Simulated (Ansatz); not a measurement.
Steps of a relaxation of `C=C[N]([GeH3])C(C)(C)C` with RKS PBE-D4/def2-SVP.

```sh
$ ansatz run in.yaml --threads 4 --pin off --events-out ev --progress --plain --max-ram 66560MiB --backend cuda --devices 0, --max-vram 37GiB
```

```yaml
crystal:
  periodic: [false, false, false]
  atoms:
    - {symbol: C, position_ang: [2.767200, -0.816300, -0.818400]}
    - {symbol: C, position_ang: [1.582000, -0.081300, -0.921600]}
    - {symbol: N, position_ang: [0.370900, -0.459300, -0.205800]}
    - {symbol: Ge, position_ang: [-0.088900, -2.239800, -0.388700]}
    - {symbol: C, position_ang: [-0.530500, 0.573000, 0.289900]}
    - {symbol: C, position_ang: [-1.433400, 0.038700, 1.433100]}
    - {symbol: C, position_ang: [-1.392400, 1.074500, -0.846900]}
    - {symbol: C, position_ang: [0.291300, 1.793900, 0.889700]}
    - {symbol: H, position_ang: [3.601100, -0.427600, -1.329200]}
    - {symbol: H, position_ang: [2.793300, -1.647200, -0.177600]}
    - {symbol: H, position_ang: [1.572200, 0.826400, -1.494500]}
    - {symbol: H, position_ang: [-0.586900, -2.810500, 1.004100]}
    - {symbol: H, position_ang: [0.930600, -3.112100, -0.955700]}
    - {symbol: H, position_ang: [-1.377200, -2.296200, -1.360400]}
    - {symbol: H, position_ang: [-2.143900, -0.754300, 1.052200]}
    - {symbol: H, position_ang: [-2.039000, 0.865600, 1.908000]}
    - {symbol: H, position_ang: [-0.800300, -0.408300, 2.232200]}
    - {symbol: H, position_ang: [-2.142000, 1.867300, -0.482600]}
    - {symbol: H, position_ang: [-2.000200, 0.220700, -1.270500]}
    - {symbol: H, position_ang: [-0.841200, 1.530000, -1.648300]}
    - {symbol: H, position_ang: [0.801100, 2.322400, 0.097300]}
    - {symbol: H, position_ang: [0.986200, 1.389200, 1.659500]}
    - {symbol: H, position_ang: [-0.415100, 2.544700, 1.319700]}
basis:
  gaussian: {orbitals: def2-SVP}
hamiltonian: {xc: pbe, dispersion: d4}
relax: {f_tol: 0.03, max_steps: 200}
```

Positions (Å) and forces (eV/Å) along the path, 6 of 17 steps:

```xyz
23
step=1 energy=-64441.8307 eV
C     2.767   -0.816   -0.818   -3.586    2.586   -0.570
C     1.582   -0.081   -0.922    0.683   -2.476    2.120
N     0.371   -0.459   -0.206    2.360    0.081   -0.908
Ge   -0.089   -2.240   -0.389   -2.803    0.283    0.757
C    -0.530    0.573    0.290   -0.019    1.299    0.765
C    -1.433    0.039    1.433   -0.202   -0.257   -0.067
C    -1.392    1.075   -0.847   -2.479    0.137    0.549
C     0.291    1.794    0.890   -1.061   -1.130    0.290
H     3.601   -0.428   -1.329    1.563    0.252   -0.920
H     2.793   -1.647   -0.178    0.386   -1.564    1.068
H     1.572    0.826   -1.494   -0.197    0.962   -0.567
H    -0.587   -2.811    1.004    0.247    0.127   -0.396
H     0.931   -3.112   -0.956    1.378   -0.743   -0.630
H    -1.377   -2.296   -1.360    0.489   -0.040    0.397
H    -2.144   -0.754    1.052    0.346    0.460    0.302
H    -2.039    0.866    1.908    0.332   -0.458   -0.459
H    -0.800   -0.408    2.232   -0.130   -0.001   -0.087
H    -2.142    1.867   -0.483    0.672   -0.764   -0.344
H    -2.000    0.221   -1.270    0.307    0.516    0.142
H    -0.841    1.530   -1.648    0.779    0.398   -0.873
H     0.801    2.322    0.097    0.784    0.300   -0.557
H     0.986    1.389    1.659   -0.005    0.382   -0.140
H    -0.415    2.545    1.320    0.158   -0.349    0.129
23
step=2 energy=-64442.3635 eV
C     2.773   -0.760   -0.781   -0.669    0.936   -0.695
C     1.602   -0.055   -0.802   -0.193   -1.207    0.289
N     0.397   -0.462   -0.151    1.239    0.286   -0.517
Ge   -0.172   -2.226   -0.363   -0.511   -0.160    0.222
C    -0.538    0.589    0.283    0.239    0.431    0.756
C    -1.427    0.018    1.411   -0.144    0.159    0.006
C    -1.415    1.086   -0.867   -0.775    0.126    0.029
C     0.292    1.773    0.890   -0.704   -0.327   -0.108
H     3.565   -0.479   -1.510   -0.120   -0.144    0.518
H     2.857   -1.657   -0.170    0.249   -0.346    0.152
H     1.532    0.841   -1.436   -0.051    0.254   -0.053
H    -0.586   -2.819    1.016    0.034    0.004   -0.083
H     0.965   -3.051   -0.946    0.314   -0.102   -0.182
H    -1.416   -2.307   -1.316    0.056    0.058    0.097
H    -2.120   -0.774    1.041    0.098    0.139    0.052
H    -2.049    0.832    1.846    0.036   -0.169   -0.085
H    -0.806   -0.414    2.224   -0.030    0.039   -0.075
H    -2.146    1.866   -0.524    0.283   -0.259   -0.081
H    -2.013    0.248   -1.297    0.127    0.137    0.048
H    -0.823    1.532   -1.679    0.232    0.087   -0.227
H     0.865    2.299    0.111    0.203    0.042   -0.057
H     0.977    1.398    1.676    0.003    0.060   -0.057
H    -0.408    2.514    1.330    0.083   -0.042    0.051
23
step=10 energy=-64442.5259 eV
C     2.718   -0.825   -0.939    0.028   -0.018   -0.004
C     1.590   -0.092   -0.772   -0.039    0.046    0.004
N     0.408   -0.465   -0.133   -0.001   -0.041   -0.007
Ge   -0.124   -2.267   -0.202   -0.030   -0.009   -0.010
C    -0.544    0.608    0.280    0.024   -0.002    0.000
C    -1.527    0.039    1.318   -0.010    0.009    0.005
C    -1.323    1.129   -0.945   -0.015    0.004   -0.015
C     0.226    1.761    0.956   -0.007    0.022    0.023
H     3.547   -0.412   -1.529    0.000   -0.009    0.016
H     2.846   -1.834   -0.518   -0.003    0.011   -0.012
H     1.575    0.928   -1.199    0.002   -0.027    0.005
H     0.018   -2.956    1.185    0.000    0.016   -0.041
H     0.788   -2.943   -1.251   -0.015    0.003    0.016
H    -1.615   -2.347   -0.651    0.056   -0.010    0.023
H    -2.157   -0.770    0.899    0.000    0.006    0.006
H    -2.214    0.836    1.665    0.000    0.004    0.002
H    -0.986   -0.355    2.202    0.004   -0.002    0.001
H    -2.022    1.945   -0.666    0.000   -0.007    0.008
H    -1.915    0.312   -1.405   -0.004    0.003   -0.011
H    -0.632    1.525   -1.716    0.006    0.000   -0.003
H     0.910    2.282    0.260   -0.003   -0.001   -0.003
H     0.828    1.378    1.804    0.002    0.002   -0.003
H    -0.488    2.514    1.345    0.002    0.000    0.001
23
step=12 energy=-64442.5275 eV
C     2.713   -0.841   -0.930    0.008    0.016   -0.010
C     1.593   -0.096   -0.757   -0.030    0.012    0.003
N     0.397   -0.464   -0.145    0.015   -0.033   -0.006
Ge   -0.109   -2.275   -0.198   -0.007   -0.006   -0.001
C    -0.551    0.612    0.270   -0.007    0.001    0.004
C    -1.539    0.048    1.308   -0.009    0.012    0.009
C    -1.326    1.139   -0.955   -0.001   -0.002   -0.009
C     0.219    1.762    0.953    0.007    0.004   -0.002
H     3.557   -0.419   -1.493    0.000   -0.015    0.007
H     2.823   -1.864   -0.540   -0.004    0.001    0.005
H     1.599    0.935   -1.158    0.007   -0.007    0.004
H     0.139   -2.973    1.171   -0.009    0.016   -0.044
H     0.747   -2.927   -1.309   -0.013    0.009    0.022
H    -1.619   -2.381   -0.554    0.034    0.001    0.019
H    -2.184   -0.748    0.886    0.005   -0.002    0.001
H    -2.212    0.854    1.665    0.004   -0.007   -0.002
H    -1.000   -0.361    2.186   -0.001   -0.003   -0.003
H    -2.023    1.954   -0.673   -0.002    0.000    0.001
H    -1.917    0.326   -1.423    0.000    0.001    0.001
H    -0.630    1.537   -1.721    0.002    0.002    0.002
H     0.895    2.293    0.257    0.002   -0.002    0.000
H     0.829    1.374    1.793    0.002    0.004    0.001
H    -0.495    2.509    1.354   -0.004   -0.004   -0.001
23
step=15 energy=-64442.5286 eV
C     2.709   -0.865   -0.890   -0.006   -0.007    0.004
C     1.601   -0.098   -0.729    0.030   -0.007    0.002
N     0.388   -0.461   -0.151    0.001    0.043    0.010
Ge   -0.095   -2.276   -0.223   -0.012   -0.038   -0.009
C    -0.559    0.616    0.264   -0.002    0.008    0.000
C    -1.544    0.059    1.309    0.014   -0.013   -0.006
C    -1.336    1.138   -0.963    0.004   -0.003    0.011
C     0.211    1.773    0.937   -0.006   -0.011   -0.009
H     3.578   -0.459   -1.425   -0.007    0.000    0.003
H     2.787   -1.894   -0.507   -0.003    0.008   -0.006
H     1.637    0.939   -1.111   -0.009   -0.005   -0.002
H     0.298   -3.019    1.087   -0.005    0.011   -0.030
H     0.662   -2.874   -1.433   -0.010    0.008    0.027
H    -1.629   -2.395   -0.431    0.021    0.000    0.004
H    -2.194   -0.734    0.891   -0.004    0.000    0.000
H    -2.208    0.868    1.671   -0.004    0.007    0.001
H    -1.000   -0.354    2.182    0.000    0.002    0.002
H    -2.039    1.949   -0.682    0.002   -0.001   -0.002
H    -1.922    0.321   -1.431   -0.001    0.000    0.000
H    -0.641    1.540   -1.727   -0.002   -0.003   -0.001
H     0.875    2.310    0.233   -0.002    0.001    0.002
H     0.832    1.394    1.772   -0.003   -0.002    0.000
H    -0.507    2.514    1.342    0.003    0.003    0.000
23
step=17 energy=-64442.5289 eV
C     2.710   -0.867   -0.886    0.001   -0.004    0.002
C     1.605   -0.098   -0.724    0.000    0.000   -0.004
N     0.391   -0.459   -0.146    0.003    0.008    0.001
Ge   -0.097   -2.273   -0.230    0.000   -0.011   -0.002
C    -0.559    0.617    0.266    0.003   -0.006   -0.003
C    -1.541    0.060    1.313   -0.001    0.002    0.003
C    -1.338    1.133   -0.961    0.000    0.001    0.001
C     0.210    1.777    0.935   -0.002    0.001   -0.001
H     3.579   -0.463   -1.422   -0.003    0.000    0.001
H     2.785   -1.897   -0.504    0.001    0.002   -0.001
H     1.640    0.938   -1.108    0.000   -0.002    0.004
H     0.294   -3.026    1.072   -0.001    0.003    0.001
H     0.661   -2.866   -1.440   -0.001    0.003   -0.001
H    -1.629   -2.390   -0.439    0.000    0.003    0.000
H    -2.189   -0.736    0.898    0.001    0.001    0.000
H    -2.208    0.869    1.672   -0.001   -0.001    0.001
H    -0.995   -0.348    2.188    0.000    0.001   -0.001
H    -2.039    1.947   -0.685   -0.001    0.000    0.000
H    -1.926    0.314   -1.423   -0.001    0.000    0.000
H    -0.644    1.529   -1.731    0.001   -0.001    0.000
H     0.875    2.311    0.230   -0.001    0.000    0.000
H     0.829    1.400    1.773    0.000    0.001   -0.001
H    -0.509    2.519    1.337    0.000    0.000    0.000
```

It took 26 s on 4 threads of an AMD EPYC 7R13 on a shared host and a share of an NVIDIA H100 80 GB, with 0.88 GiB of host memory at the peak.
